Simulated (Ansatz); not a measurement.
Coupled-cluster diagnostics for ZnMe(NH2) (CH₅NZn), Ansatz.

Geometry of the singlet (r2SCAN-D4/def2-TZVP):

```
atom   x (Å)   y (Å)   z (Å)
 Zn1   0.256  -0.047   0.148
  C2  -1.380   0.135  -0.835
  H3  -1.758   1.159  -0.796
  H4  -2.150  -0.526  -0.428
  H5  -1.232  -0.132  -1.884
  N6   1.800  -0.367   1.051
  H7   1.803  -0.242   2.054
  H8   2.661   0.022   0.689
```

Correlated methods freeze 11 core orbitals.

Problem. Estimate the CCSD(T) correlation energy, the shares of MP2 and (T), T1 and the reference's ⟨S²⟩ for: charge 0, singlet, own geometry in def2-TZVPP; charge 1, doublet, vertical in def2-TZVPP; and the rough time on 4 threads of Intel Xeon on a shared host.

Solution. 
```
                          state       basis  correlation (eV)  MP2 share (%)  (T) share (%)     T1  ⟨S²⟩ (pure)  wall time
charge 0, singlet, own geometry  def2-TZVPP           -25.188           99.7            3.4  0.014  0.00 (0.00)       48 s
    charge 1, doublet, vertical  def2-TZVPP           -23.633           98.9            3.1  0.016  0.76 (0.75)    9.2 min
```
Customary marks for T1 are 0.02 (closed shells), 0.045 (open shells) and about 0.05 (3d metals). T1 stays under 0.02 throughout.
